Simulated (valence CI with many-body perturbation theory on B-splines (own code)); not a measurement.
**E1 transitions of Tb XXXIII**

Calculated by relativistic CI+MBPT: five valence electrons over a frozen Dirac-Fock core [Ar] 3d10, a basis of 11 s, 11 p, 10 d, 8 f, 5 g, 2 h functions for each j, with the one-electron correlation potential Σ1 (screened to all orders), the two-electron term Σ2, the three-electron term Σ3, Breit, model QED; selected single and double excitations, second order for the rest, scaled by the run's own slope (own B-spline code, finite nucleus).

The last digits are not significant, and no measured levels were compared; by estimate large intervals hold to a few tenths of a per cent, small ones and those within an open d or f shell to about a per cent. Among the levels kept, up to 2000 cm⁻¹ of a level comes from second order outside the variational space, and about a tenth of that is noise between levels of different J, which matters for small intervals.

Lines 101 to 150 of 545 in falling wavelength, among levels below 2985400 cm⁻¹, chosen from the strongest by gf and those to the six lowest levels. Wavelengths and rates use the calculated energies. Electric multipoles are in the length gauge, E1 and E2 with the static RPA response of the core. Weak lines are less certain than strong ones. Lines between different terms over intervals too small for the method are left out, as are lines whose strength nearly cancels. Where a level lies close to another of its J and parity, the split of strength between their lines is uncertain. The highest levels of a list are the least certain.

Levels are named by their leading jj configuration (3d3/2^4 stands for four electrons in 3d with j = 3/2), which in mixed levels can hold well under half, so a name can repeat and another be missing. Letters in brackets count levels of one name in rising energy.

```
λ vac (Å)                               Upper                               Lower   A (s⁻¹)  S (a.u.) with core polarisation  S without
    93.76        (4s 4p1/2 4p3/2^3) J=3/2 [b]          (4s^2 4p1/2 4p3/2^2) J=5/2  9.30e+10                         1.51e-01   1.62e-01
    93.72  (4s 4p1/2 4p3/2^2 4d5/2) J=3/2 [e]  (4s^2 4p1/2 4p3/2 4d5/2) J=5/2 [a]  3.91e+10                         6.35e-02   6.79e-02
    93.72  (4s^2 4p1/2 4d3/2 4d5/2) J=7/2 [a]      (4s^2 4p1/2 4p3/2 4d3/2) J=7/2  5.74e+10                         1.86e-01   1.98e-01
    93.51  (4s 4p1/2 4p3/2^2 4d5/2) J=5/2 [c]  (4s^2 4p1/2 4p3/2 4d5/2) J=7/2 [a]  4.53e+10                         1.10e-01   1.17e-01
    93.49  (4s 4p1/2 4p3/2^2 4d3/2) J=3/2 [f]  (4s^2 4p1/2 4p3/2 4d5/2) J=3/2 [a]  2.76e+10                         4.46e-02   4.77e-02
    93.44      (4s^2 4p1/2 4d3/2 4d5/2) J=5/2  (4s^2 4p1/2 4p3/2 4d5/2) J=5/2 [a]  2.77e+10                         6.69e-02   7.14e-02
    93.41      (4s^2 4p1/2 4d3/2 4d5/2) J=9/2      (4s^2 4p1/2 4p3/2 4d3/2) J=7/2  4.16e+10                         1.67e-01   1.79e-01
    93.33  (4s^2 4p1/2 4p3/2 4d3/2) J=5/2 [b]          (4s^2 4p1/2 4p3/2^2) J=5/2  8.97e+08                         2.16e-03   2.29e-03
    93.27  (4s 4p1/2 4p3/2^2 4d3/2) J=3/2 [d]  (4s^2 4p1/2 4p3/2 4d3/2) J=1/2 [a]  4.39e+10                         7.02e-02   7.52e-02
    93.15  (4s 4p1/2^2 4p3/2 4d5/2) J=3/2 [a]          (4s 4p1/2^2 4p3/2^2) J=5/2  5.89e+10                         9.39e-02   1.00e-01
    93.14  (4s 4p1/2 4p3/2^2 4d5/2) J=7/2 [d]      (4s^2 4p1/2 4p3/2 4d5/2) J=9/2  8.91e+10                         2.84e-01   3.04e-01
    93.03  (4s 4p1/2 4p3/2^2 4d3/2) J=3/2 [d]  (4s^2 4p1/2 4p3/2 4d3/2) J=5/2 [a]  6.54e+10                         1.04e-01   1.11e-01
    93.01          (4s 4p1/2^2 4p3/2^2) J=3/2          (4s^2 4p1/2^2 4p3/2) J=3/2  1.80e+11                         2.85e-01   3.04e-01
    92.93  (4s 4p1/2 4p3/2^2 4d3/2) J=5/2 [c]      (4s^2 4p1/2 4p3/2 4d3/2) J=3/2  2.95e+10                         7.01e-02   7.51e-02
    92.75            (4s 4p1/2 4p3/2^3) J=1/2          (4s^2 4p1/2 4p3/2^2) J=3/2  9.58e+10                         7.55e-02   8.06e-02
    92.66  (4s 4p1/2 4p3/2^2 4d3/2) J=5/2 [c]  (4s^2 4p1/2 4p3/2 4d3/2) J=5/2 [a]  3.24e+10                         7.63e-02   8.17e-02
    92.56      (4s^2 4p3/2 4d3/2^2) J=3/2 [b]          (4s^2 4p3/2^2 4d3/2) J=1/2  3.88e+10                         6.07e-02   6.48e-02
    92.39  (4s^2 4p1/2 4p3/2 4d5/2) J=3/2 [a]          (4s^2 4p1/2 4p3/2^2) J=5/2  4.30e+09                         6.69e-03   7.09e-03
    92.38          (4s^2 4p3/2 4d3/2^2) J=7/2          (4s^2 4p3/2^2 4d5/2) J=9/2  2.34e+10                         7.30e-02   7.81e-02
    92.33  (4s^2 4p3/2 4d3/2 4d5/2) J=5/2 [c]          (4s^2 4p3/2^2 4d3/2) J=7/2  9.62e+10                         2.24e-01   2.39e-01
    92.31  (4s 4p1/2 4p3/2^2 4d5/2) J=7/2 [e]      (4s^2 4p1/2 4p3/2 4d5/2) J=9/2  8.28e+10                         2.57e-01   2.75e-01
    92.26          (4s^2 4p3/2^2 4f5/2) J=9/2          (4s^2 4p3/2^2 4d3/2) J=7/2  4.57e+10                         1.77e-01   1.89e-01
    92.25  (4s^2 4p3/2 4d3/2 4d5/2) J=5/2 [b]          (4s^2 4p3/2^2 4d3/2) J=5/2  3.54e+10                         8.23e-02   8.80e-02
    92.19  (4s 4p1/2 4p3/2^2 4d5/2) J=7/2 [c]  (4s^2 4p1/2 4p3/2 4d5/2) J=7/2 [a]  4.18e+10                         1.29e-01   1.38e-01
    91.89  (4s 4p1/2^2 4p3/2 4d3/2) J=1/2 [b]          (4s^2 4p1/2^2 4d3/2) J=3/2  1.67e+11                         1.28e-01   1.37e-01
    91.64  (4s 4p1/2^2 4p3/2 4d5/2) J=5/2 [b]          (4s 4p1/2^2 4p3/2^2) J=3/2  7.28e+10                         1.66e-01   1.76e-01
    91.63  (4s 4p1/2 4p3/2^2 4d3/2) J=5/2 [d]      (4s^2 4p1/2 4p3/2 4d3/2) J=3/2  4.48e+10                         1.02e-01   1.09e-01
    91.52  (4s 4p1/2^2 4p3/2 4d3/2) J=5/2 [b]          (4s 4p1/2^2 4p3/2^2) J=5/2  1.51e+10                         3.43e-02   3.64e-02
    91.41          (4s^2 4p1/2 4d5/2^2) J=3/2  (4s^2 4p1/2 4p3/2 4d5/2) J=5/2 [b]  3.39e+10                         5.11e-02   5.43e-02
    91.31          (4s^2 4p3/2 4d3/2^2) J=7/2          (4s^2 4p3/2^2 4d5/2) J=7/2  2.82e+10                         8.49e-02   9.08e-02
    91.25  (4s^2 4p1/2 4p3/2 4f7/2) J=9/2 [a]  (4s^2 4p1/2 4p3/2 4d5/2) J=7/2 [b]  1.90e+10                         7.11e-02   7.54e-02
    91.24  (4s^2 4p1/2 4p3/2 4f7/2) J=7/2 [a]  (4s^2 4p1/2 4p3/2 4d5/2) J=5/2 [b]  1.54e+10                         4.61e-02   4.90e-02
    91.10  (4s^2 4p1/2 4p3/2 4d5/2) J=3/2 [b]          (4s^2 4p1/2 4p3/2^2) J=1/2  1.94e+09                         2.90e-03   3.13e-03
    91.07  (4s 4p1/2 4p3/2^2 4d5/2) J=9/2 [c]      (4s^2 4p1/2 4p3/2 4d5/2) J=9/2  1.33e+11                         4.97e-01   5.31e-01
    90.95  (4s 4p1/2 4p3/2^2 4d5/2) J=1/2 [c]  (4s^2 4p1/2 4p3/2 4d3/2) J=1/2 [b]  7.15e+10                         5.31e-02   5.66e-02
    90.76      (4s^2 4p3/2^2 4d3/2) J=3/2 [b]                (4s^2 4p3/2^3) J=3/2  1.56e+10                         2.30e-02   2.45e-02
    90.75  (4s 4p1/2 4p3/2^2 4d5/2) J=5/2 [b]      (4s^2 4p1/2 4p3/2 4d3/2) J=7/2  2.78e+10                         6.15e-02   6.57e-02
    90.71  (4s^2 4p3/2 4d3/2 4d5/2) J=5/2 [d]          (4s^2 4p3/2^2 4d3/2) J=7/2  4.20e+10                         9.28e-02   9.90e-02
    90.70        (4s 4p1/2 4p3/2^3) J=3/2 [b]          (4s^2 4p1/2 4p3/2^2) J=3/2  3.30e+10                         4.85e-02   5.16e-02
    90.61  (4s 4p1/2 4p3/2^2 4d5/2) J=5/2 [e]  (4s^2 4p1/2 4p3/2 4d5/2) J=7/2 [a]  3.66e+10                         8.05e-02   8.59e-02
    90.35  (4s 4p1/2^2 4p3/2 4d5/2) J=5/2 [a]          (4s 4p1/2^2 4p3/2^2) J=5/2  8.12e+10                         1.77e-01   1.88e-01
    90.32  (4s 4p1/2^2 4p3/2 4d5/2) J=3/2 [c]          (4s 4p1/2^2 4p3/2^2) J=3/2  1.91e+11                         2.78e-01   2.96e-01
    90.30  (4s^2 4p1/2 4p3/2 4d3/2) J=5/2 [b]          (4s^2 4p1/2 4p3/2^2) J=3/2  4.52e+10                         9.86e-02   1.05e-01
    90.26      (4s 4p1/2^2 4p3/2 4d5/2) J=1/2          (4s 4p1/2^2 4p3/2^2) J=1/2  1.24e+11                         9.02e-02   9.58e-02
    90.25  (4s^2 4p1/2 4d3/2 4d5/2) J=7/2 [a]  (4s^2 4p1/2 4p3/2 4d3/2) J=5/2 [a]  5.13e+10                         1.49e-01   1.58e-01
    90.19          (4s^2 4p3/2^2 4f5/2) J=9/2          (4s^2 4p3/2^2 4d5/2) J=9/2  3.15e+10                         1.14e-01   1.22e-01
    90.17  (4s^2 4p1/2 4p3/2 4f5/2) J=5/2 [b]  (4s^2 4p1/2 4p3/2 4d5/2) J=5/2 [b]  3.10e+10                         6.74e-02   7.18e-02
    90.14  (4s^2 4p1/2 4p3/2 4f5/2) J=5/2 [a]  (4s^2 4p1/2 4p3/2 4d5/2) J=7/2 [b]  7.86e+10                         1.71e-01   1.82e-01
    89.97  (4s 4p1/2 4p3/2^2 4d5/2) J=1/2 [d]  (4s^2 4p1/2 4p3/2 4d5/2) J=3/2 [b]  2.30e+11                         1.65e-01   1.76e-01
    89.80          (4s^2 4p3/2 4d5/2^2) J=7/2          (4s^2 4p3/2^2 4d3/2) J=7/2  5.21e+10                         1.49e-01   1.58e-01
```
